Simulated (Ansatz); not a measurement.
A search over several starts for the lowest SCF solution of the cluster SbTe₂ at the given spin, in a small basis.

```yaml
crystal:
  periodic: [false, false, false]
  atoms:
    - {symbol: Sb, position_ang: [-0.628270, 0.749061, -1.131316]}
    - {symbol: Te, position_ang: [1.326187, 0.638505, 0.674358]}
    - {symbol: Te, position_ang: [-0.697917, -1.387566, 0.456958]}
basis:
  gaussian: {orbitals: def2-SVP}
magnetization: {spin_polarized: true, initial_magnetization: 1}
hamiltonian: {xc: pbe0, dispersion: d4}
output: {orbitals: {seedname: orbitals}}
```

```sh
$ ansatz run in.yaml --threads 4 --pin off --events-out ev --progress --plain --max-ram 3916MiB
```

Output, abridged:

```
Functional definition: PBE0
1000 factors; integrals over basis functions are off by at most 1.9e-4 eV
mean field evaluation 1: about -21126.0159 eV, gradient 3.4e0 eV
mean field evaluation 2: about -21126.0252 eV, gradient 3.7e0 eV
mean field evaluation 4: about -21126.1323 eV, gradient 3.9e-1 eV
mean field evaluation 8: about -21126.2037 eV, gradient 1.5e-2 eV
mean field evaluation 16: about -21126.2037 eV, gradient 4.7e-5 eV
mean field -21126.20366177 eV, -776.3736647151 hartree, gradient 4.7e-5 eV, S^2 0.754176; 3 other end points of the search recorded, 0 dependent functions left out
reference -21126.20368166 eV, -776.3736654458 hartree; 36, 35 occupied and 42, 43 virtual orbitals, 1000 factors
Total energy: -21126.35733857 eV, -776.3793122332 hartree
```

It took 1.4 s on 4 threads of Intel Xeon Platinum 8488C on a shared host.

In the def2 sets Sb, Te take a core potential; there is no spin–orbit coupling. The structure comes from a short search, and lower isomers may exist.
